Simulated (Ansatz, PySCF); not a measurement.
C₄H₆OSe, SMILES C=C1CO[C@H]1[SeH]. Atoms are numbered in the order given.

```xyz
12

C      0.7200    -2.4037    -0.0136
C     -0.2573    -1.5217     0.1492
C     -1.4802    -1.3590     1.0122
O     -1.7826    -0.1186     0.3610
C     -0.6242    -0.1925    -0.4505
Se     0.7491     1.1754    -0.1145
H      1.5177    -2.2280    -0.7399
H      0.7572    -3.3236     0.5753
H     -2.2774    -2.1097     0.8706
H     -1.2874    -1.2337     2.0928
H     -0.8606    -0.1629    -1.5264
H      0.0726     2.2148    -0.9073
```

Geometry: PBE0-D3(BJ)/def2-SVP. The structure was generated by enumeration; whether it is a known compound was not checked. The values are those of a single conformer.

Two levels are set side by side: PBE-D3(BJ)/def2-SVP (Ansatz, an electronic-structure program) and PBE0-D3(BJ)/def2-SVP (Ansatz). Each level has its own optimised geometry; the coordinates shown are those of the second. Frequencies come from the Hessian of PySCF at each geometry. Differences are taken from unrounded values.

```tsv
quantity	PBE0-D3(BJ)
mean bond length (Å)	1.343
bond C1–C2 (Å)	1.326
bond C2–C3 (Å)	1.505
bond C2–C5 (Å)	1.504
bond C3–O4 (Å)	1.433
bond O4–C5 (Å)	1.416
bond C5–Se6 (Å)	1.967
bond C1–H7 (Å)	1.093
bond C1–H8 (Å)	1.093
bond C3–H9 (Å)	1.104
bond C3–H10 (Å)	1.105
bond C5–H11 (Å)	1.102
bond Se6–H12 (Å)	1.472
highest harmonic wavenumber (cm⁻¹)	3273
mean harmonic wavenumber (cm⁻¹)	1311
zero-point energy (kcal/mol)	56.24
```

### Question
What does PBE-D3(BJ) give, and how far is it from PBE0-D3(BJ)? (An estimate is asked for; the answer gives what the named calculation found.)

### Answer

```
quantity                            PBE-D3(BJ)  PBE-D3(BJ) minus PBE0-D3(BJ)
----------------------------------  ----------  ----------------------------
mean bond length (Å)                     1.356                         0.012
bond C1–C2 (Å)                           1.337                         0.011
bond C2–C3 (Å)                           1.513                         0.007
bond C2–C5 (Å)                           1.509                         0.005
bond C3–O4 (Å)                           1.453                         0.019
bond O4–C5 (Å)                           1.432                         0.016
bond C5–Se6 (Å)                          2.000                         0.033
bond C1–H7 (Å)                           1.101                         0.008
bond C1–H8 (Å)                           1.101                         0.008
bond C3–H9 (Å)                           1.113                         0.009
bond C3–H10 (Å)                          1.114                         0.010
bond C5–H11 (Å)                          1.110                         0.008
bond Se6–H12 (Å)                         1.487                         0.015
highest harmonic wavenumber (cm⁻¹)        3180                           -93
mean harmonic wavenumber (cm⁻¹)           1259                           -52
zero-point energy (kcal/mol)             54.01                         -2.23
```

Exact exchange shortens and stiffens bonds; PBE has none. Differences between two approximate levels are no errors against the true value.
